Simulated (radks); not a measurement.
Trend from Be2+ to Ne2+: ionisation energy by Delta-SCF between NIST ground configurations, and size. All-electron calculation, non-relativistic Kohn-Sham, LDA (Slater exchange, Perdew-Wang correlation), spin-unpolarised, spherical densities, point nucleus. Program: a radial shooting solver on a logarithmic mesh with Libxc functionals.

species	configuration	IE (eV)	NIST (eV)	kind	outermost	<r> outermost (bohr)
Be2+	[He]	156.89	153.90	theory	1s	0.421
B2+	[He] 2s1	37.160	37.931	exp.	2s	1.65
C2+	[He] 2s2	47.945	47.888	exp.	2s	1.37
N2+	[He] 2s2 2p1	47.172	47.445	semi-emp.	2s	1.18
O2+	[He] 2s2 2p2	53.974	54.936	semi-emp.	2s	1.03
F2+	[He] 2s2 2p3	60.745	62.708	semi-emp.	2s	0.924
Ne2+	[He] 2s2 2p4	67.540	63.423	exp.	2s	0.834

Reference values: NIST Atomic Spectra Database (exp. = measured, semi-emp. = semi-empirical, theory = theoretical value adopted there). Spin polarisation and multiplet splitting are left out, so open shells lie too high by an amount that depends on their filling.

Beside tabulated values, note that spin-unpolarised runs miss the spin-polarisation part of the exchange energy of open shells.
